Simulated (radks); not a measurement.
The numbers below are computed, except where a source is named.
Spherical quantum dot in the effective-mass picture: electrons in a parabolic well V = omega^2 r^2 / 2 with omega = 1.58, with a point charge +1 (a donor) at the centre, all in effective atomic units (hartree* = m*/eps^2 hartree, bohr* = eps/m* bohr), one dielectric constant everywhere. Level of theory: non-relativistic Kohn-Sham, LDA (Slater exchange, Perdew-Wang correlation), spin-polarised, spherical densities (a radial shooting solver with Libxc functionals). Levels are named by radial order and angular momentum (1s, 1p, 1d, 2s, ...), and open shells are averaged over m. Results are scaled to m* = 0.486 and eps = 14.2, for which hartree* = 65.59 meV and bohr* = 1.546 nm.

N = 28, configuration 1s2 1p6 1d10 2s2 1f(up 7, down 1). This is the lowest configuration that the search found. Occupied and some empty levels:

level    occupation  eigenvalue (meV)  <r> (nm)
1s up             1            1097.2     1.718
1s down           1            1099.3     1.686
1p up             3            1161.8     2.498
1p down           3            1166.2     2.475
2s up             1            1207.4     2.522
2s down           1            1211.5     2.536
1d up             5            1218.9     2.918
1d down           5            1224.3     2.909
1f up             7            1279.3     3.226
1f down           1            1285.0     3.226
2p up             0            1288.5     2.833
2p down           0            1292.2     2.844
1g up             0            1343.8     3.479
1g down           0            1349.5     3.484
2d up             0            1362.0     3.145
2d down           0            1365.7     3.150

Energy (meV): total 21691.8, kinetic 3031.6, external 7047.1, Hartree 12704, exchange-correlation -1090.7.

Electron density:

r (nm)  n(r) (e/nm^3)
0.265          0.4159
0.560          0.2803
0.855          0.1951
1.15           0.1500
1.45           0.1342
1.74           0.1362
2.04           0.1441
2.33           0.1477
2.63           0.1406
2.92           0.1216
3.22          0.09418
3.51          0.06464
3.81          0.03898
4.10          0.02053
4.40         0.009449
4.69         0.003762
4.99         0.001299
5.28        0.0003899
5.58        0.0001017
5.87       0.00002301
